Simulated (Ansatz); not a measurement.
`BC(F)F` + `NB(O)Cl` → `BOB(N)Cl` + `FCF`  (ligand exchange at a B–C bond)

Computed with Ansatz on PBE0-D4/def2-TZVP structures; ΔE is electronic, products minus reactants. CBS: MP2 limit from def2 TZ/QZ plus the TZ coupled-cluster correction, frozen cores. This one scheme is used for every species. DFT in def2-TZVPP. One conformer a species, not always the lowest.

`BC(F)F`:

Cartesian coordinates in Å:
```
B 0.821 0.170 -0.430
C -0.554 -0.109 0.287
F -1.231 -1.186 -0.206
F -0.451 -0.287 1.636
H 1.676 0.746 0.167
H 0.938 -0.111 -1.582
H -1.199 0.777 0.127
```

`NB(O)Cl`:

```xyz
7

N    -0.283    1.020    0.322
B     0.024   -0.239   -0.189
O     0.674   -1.159    0.573
Cl   -0.446   -0.640   -1.867
H    -0.761    1.722   -0.210
H    -0.036    1.283    1.259
H     0.829   -1.986    0.112
```

`BOB(N)Cl`:

```xyz
9

B    -1.344    1.240   -0.504
O    -0.169    0.749   -0.044
B     0.283   -0.546    0.080
N     1.541   -0.764    0.625
Cl   -0.692   -1.935   -0.439
H    -2.208    0.504   -0.886
H    -1.466    2.431   -0.506
H     2.121   -0.001    0.929
H     1.934   -1.679    0.744
```

`FCF`:

```xyz
5

F    -0.003    1.087   -0.730
C    -0.004   -0.068   -0.029
F     0.076    0.226    1.288
H    -0.945   -0.593   -0.216
H     0.876   -0.653   -0.313
```

| level | ΔE (kJ/mol) |
| --- | --- |
| revPBE-D4 | -135.9 |
| r2SCANh-D4 | -141.6 |

Problem. What does CCSD(T)/CBS give? (Best estimate.)

Solution. The calculation gave: -143.5 kJ/mol. The listed levels differ from it by 7.6, 1.9 kJ/mol.

Largest T1 diagnostic among the species: 0.012.

Leaving LDA and LC-ωPBE aside and taking each functional with its dispersion term where it has one, the values, not all of them listed here, spread over 11.7 kJ/mol, from BHLYP-D4 to revPBE-D4. LDA lies −5.3 kJ/mol from PBE without D4. At CCSD(T), def2-SVP lies −13.8 kJ/mol from the extrapolated value and def2-TZVPP −2.0 kJ/mol. From BLYP to BHLYP (50 % exact exchange), in def2-TZVPP and without D4, ΔE moves by −4.6 kJ/mol.
